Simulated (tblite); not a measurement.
Compound: C2H6SSi.
Numbering: `[CH2:1]=[CH:2][SiH2:3][SH:4]` (hydrogens: H5, H6 on C1; H7 on C2; H8, H9 on Si3; H10 on S4)

Cartesian coordinates in Å at the GFN2-xTB level; atoms count from 1:
```xyz
10
C2H6SSi angstrom
C      1.6196    0.7188    0.2172
C      0.6549    0.1763   -0.5095
Si    -0.6919   -0.9447    0.1698
S     -2.5957   -0.1252   -0.4348
H      1.7012    0.5386    1.2770
H      2.3729    1.3648   -0.2077
H      0.6228    0.3971   -1.5709
H     -0.6892   -2.2642   -0.4450
H     -0.6624   -0.9955    1.6282
H     -2.3233    1.1387   -0.1468
```

Method: GFN2-xTB as coded in tblite; computed harmonic values from a numerical Hessian at the method's own geometry, unscaled. Against measured fundamentals such values can be off by several per cent, at times by over 20. Modes of hydrogen on silicon and sulfur can be 10 to 20 % off. One conformer, not necessarily the lowest.

Harmonic wavenumbers (cm⁻¹): 41.7, 107.4, 147.0, 287.9, 429.6, 504.2, 513.9, 574.5, 671.9, 707.2, 755.4, 760.8, 922.1, 1008.2, 1024.5, 1268.8, 1419.4, 1666.3, 2288.3, 2328.9, 2465.8, 3023.0, 3078.0, 3103.0.

A = 11028, B = 2129, C = 1916 MHz; mass 89.996 u (most abundant isotopes); point group C1, symmetry number 1.

Task: Zero-point energy?

Result: Half the sum of the wavenumbers: 14549 cm⁻¹ = 174.05 kJ/mol.

Task: Entropy at 298.15 K, 1 bar (ideal gas, RRHO, classical rotation)?

Result: Translation 164.98, rotation 110.34, vibration 70.30: S = 345.6 J/(mol K).

Task: And Cp and H(298.15 K) − H(0)?

Result: Cp = 104.91 J/(mol K), of which vibrations give 71.66 (their classical limit is 24 R = 199.5); H(298.15 K) − H(0) = 20.70 kJ/mol without the zero-point energy, 10.78 from vibrations.

Task: What must be added to the electronic energy to get the Gibbs energy at 298.15 K and 1 bar?

Result: ZPE + [H(298.15 K) − H(0)] − T·S = 174.05 + 20.70 − 103.04 = 91.71 kJ/mol.

Task: Which modes carry the vibrational entropy at 298.15 K?

Result: 41.7 cm⁻¹: 21.66; 107.4 cm⁻¹: 13.87; 147.0 cm⁻¹: 11.34; 287.9 cm⁻¹: 6.22; 429.6 cm⁻¹: 3.60; 504.2 cm⁻¹: 2.71 J/(mol K); the other 18 give 10.90 together.

Task: Blend soft modes into free rotors: weight 1/[1 + (100 cm⁻¹/ν̃)⁴] for the oscillator and the rest for a rotor with moment μB/(μ + B), μ = h/(8π²ν), B = 10⁻⁴⁴ kg m². What vibrational entropy results?

Result: 63.30 J/(mol K) in place of 70.30, which changes −T·S at 298.15 K by +2.08 kJ/mol.

Hindered rotation and anharmonicity are outside this model. Other conformers, if any are populated, would add a mixing term that is left out. The structure is chiral; the term R ln 2 for an equal mix with its mirror image is left out.
